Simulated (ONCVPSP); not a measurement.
**LDA (Perdew-Wang 92) ONCV dataset for Ca, scalar-relativistic all-electron reference.**

ONCVPSP 4.0.1 input, shortened (lines: element, Z, core and valence counts, functional; n l f; lmax; l rc ep ncon nbas qcut; lloc lpopt rc5 dvloc0; l nproj debl; icmod fcfact rcfact), LDA (Perdew-Wang 92), scalar-relativistic:

```
  Ca 20.00    4    2  -001012      upf
    1    0    2.00
    2    0    2.00
    2    1    6.00
    3    0    2.00
    3    1    6.00
    4    0    2.00
    2
    0    3.05    0.00    4    8    1.90
    1    1.30    0.00    3    6    5.90
    2    2.80    0.05    3    6    3.30
    4    5    0.85    2.00
    0    2    3.60
    1    3    3.80
    2    2    0.80
    3    5.00    1.65
```

In the d channel the program set the typed energies aside and used -0.078, 0.722 Ha.

- Cutoffs needed: 14 Ha and 17 Ha (the cutoffs (Ha) at which the residual kinetic energy of the hardest occupied pseudo-wave falls to 1 and 0.1 mHa per electron)
- Ghost test: ghosts flagged at negative energy: s at -46.6 eV; GHOST(+) flagged for d at 35.1 eV, s at 112.5 eV; a true bound ghost makes a file unfit for plane-wave use
- Largest excitation error: +26 meV (all-electron minus pseudo) for 3p6 4s0, out of 4 test configurations
- rms error of d²Exc/dni dnj: 5.82 mHa without and 1.02 mHa with the model core
